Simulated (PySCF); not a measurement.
BeGeH₅N, SMILES [NH2][Be][GeH3].

Geometry optimised at B3LYP-D3(BJ)/def2-TZVP. One conformer was computed; it need not be the lowest.

Computed with TDDFT-PBE0/def2-SVPD run with PySCF 2.14.0.

Vertical excitations. Isolated molecule, no solvent.

Computed lowest excited states:
| state | energy (eV) | λ (nm) | f | main pairs |
|---|---|---|---|---|
| S1 | 5.38 | 231 | 0.000 | HOMO→LUMO 98 % |
| S2 | 5.93 | 209 | 0.080 | HOMO−1→LUMO 97 % |
| S3 | 6.17 | 201 | 0.032 | HOMO→LUMO+1 91 % |
| S4 | 6.56 | 189 | 0.034 | HOMO−1→LUMO+1 73 %, HOMO→LUMO+2 22 % |
| S5 | 6.59 | 188 | 0.097 | HOMO−1→LUMO+2 88 % |
| S6 | 6.86 | 181 | 0.372 | HOMO→LUMO+2 73 %, HOMO−1→LUMO+1 21 % |
| S7 | 7.10 | 175 | 0.006 | HOMO−3→LUMO 93 % |
| S8 | 7.33 | 169 | 0.038 | HOMO→LUMO+3 56 %, HOMO−2→LUMO 34 % |
| S9 | 7.35 | 169 | 0.062 | HOMO−2→LUMO 52 %, HOMO→LUMO+3 39 % |
| S10 | 7.47 | 166 | 0.004 | HOMO−1→LUMO+3 94 % |
| T1 | 4.70 | 264 | 0 | HOMO−1→LUMO 96 % |
| T2 | 5.26 | 236 | 0 | HOMO→LUMO 97 % |
| T3 | 5.37 | 231 | 0 | HOMO−1→LUMO+2 93 % |
| T4 | 5.49 | 226 | 0 | HOMO→LUMO+2 92 % |
Triplets are in the Tamm–Dancoff approximation, which puts them higher than full response would, so one can lie above its singlet here.
